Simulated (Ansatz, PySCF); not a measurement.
CH3Cl2NSi2, SMILES C1[Si]([SiH2]N=1)(Cl)Cl. Atoms are numbered in the order given.

```xyz
9

Cl     1.4636     0.1395    -1.6808
Si     0.2526    -0.0088     0.0000
Cl     1.4636     0.1395     1.6808
C     -0.9638    -1.4934     0.0000
N     -2.1504    -0.9893     0.0000
Si    -1.9488     0.8117     0.0000
H     -0.8158    -2.5916     0.0000
H     -2.5311     1.4417     1.2194
H     -2.5311     1.4417    -1.2194
```

Geometry: r2SCAN-D4/def2-SVP. This is a generated structure with no PubChem entry under its InChIKey; it may be hypothetical.

Two levels are set side by side: PBE-D3(BJ)/def2-SVP (Ansatz, a quantum-chemistry and plane-wave program) and r2SCAN-D4/def2-SVP (Ansatz). Each level has its own optimised geometry; the coordinates shown are those of the second. Frequencies come from the Hessian of PySCF at each geometry. Differences are taken from unrounded values.

| quantity | r2SCAN-D4 |
|---|---|
| mean bond length (Å) | 1.735 |
| bond Cl1–Si2 (Å) | 2.077 |
| bond Si2–Cl3 (Å) | 2.077 |
| bond Si2–C4 (Å) | 1.919 |
| bond Si2–Si6 (Å) | 2.349 |
| bond C4–N5 (Å) | 1.289 |
| bond N5–Si6 (Å) | 1.812 |
| bond C4–H7 (Å) | 1.108 |
| bond Si6–H8 (Å) | 1.491 |
| bond Si6–H9 (Å) | 1.491 |
| highest harmonic wavenumber (cm⁻¹) | 3041 |
| mean harmonic wavenumber (cm⁻¹) | 869 |
| zero-point energy (kcal/mol) | 26.09 |

### Question
What does PBE-D3(BJ) give, and how far is it from r2SCAN-D4? (The exact figures need the calculation; the answer reports its results.)

### Answer

| quantity | PBE-D3(BJ) | PBE-D3(BJ) minus r2SCAN-D4 |
|---|---|---|
| mean bond length (Å) | 1.746 | 0.011 |
| bond Cl1–Si2 (Å) | 2.088 | 0.011 |
| bond Si2–Cl3 (Å) | 2.088 | 0.011 |
| bond Si2–C4 (Å) | 1.932 | 0.013 |
| bond Si2–Si6 (Å) | 2.361 | 0.012 |
| bond C4–N5 (Å) | 1.294 | 0.005 |
| bond N5–Si6 (Å) | 1.827 | 0.015 |
| bond C4–H7 (Å) | 1.115 | 0.007 |
| bond Si6–H8 (Å) | 1.503 | 0.012 |
| bond Si6–H9 (Å) | 1.503 | 0.012 |
| highest harmonic wavenumber (cm⁻¹) | 2978 | -64 |
| mean harmonic wavenumber (cm⁻¹) | 844 | -25 |
| zero-point energy (kcal/mol) | 25.32 | -0.76 |
